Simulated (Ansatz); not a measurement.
Cl$_{4}$Ga (SMILES [Cl][Ga-]([Cl])([Cl])[Cl]), charge -1, singlet, geometry from GFN2-xTB (such geometries of metal compounds can be far from the true shape) (a gas-phase anion, which may not be bound at this level); HF/3-21G (Ansatz, a first-principles code).

The Ansatz input:
Ansatz 0.2 input:
```yaml
crystal:
  periodic: [false, false, false]
  atoms:
    - {symbol: Ga, position_ang: [0.00000000, 0.00000000, -0.00000000]}
    - {symbol: Cl, position_ang: [1.71278737, -0.59908363, -1.19330116]}
    - {symbol: Cl, position_ang: [0.65537446, 0.49189976, 2.01122558]}
    - {symbol: Cl, position_ang: [-0.93767909, 1.73912871, -0.90149802]}
    - {symbol: Cl, position_ang: [-1.43048275, -1.63194484, 0.08357359]}
basis:
  gaussian:
    orbitals: 3-21G.json
    point_charges:
      - {charge: 0.5, position_ang: [2.7618, -1.0545, 4.2435]}
hamiltonian:
  xc: hf
total_charge: -1
```
The basis file holds 3-21G in the JSON format of the Basis Set Exchange.

Write the output that Ansatz gives for this input, abridged.


```
Functional definition: HF
758 factors; integrals over basis functions are off by at most 1.7e-4 eV
mean field evaluation 1: about -101864.5102 eV, gradient 1.6e1 eV
mean field evaluation 2: about -101864.5247 eV, gradient 1.6e1 eV
mean field evaluation 4: about -101865.6229 eV, gradient 8.9e-1 eV
mean field evaluation 8: about -101865.6263 eV, gradient 1.4e-5 eV
mean field -101865.62634623 eV, -3743.4927212226 hartree, gradient 2.6e-5 eV, S^2 0.000000; 0 other end points of the search recorded, 0 dependent functions left out
reference -101865.62634623 eV, -3743.4927212226 hartree; 50, 50 occupied and 25, 25 virtual orbitals, 758 factors
Total energy: -101865.62634623 eV, -3743.4927212226 hartree
```
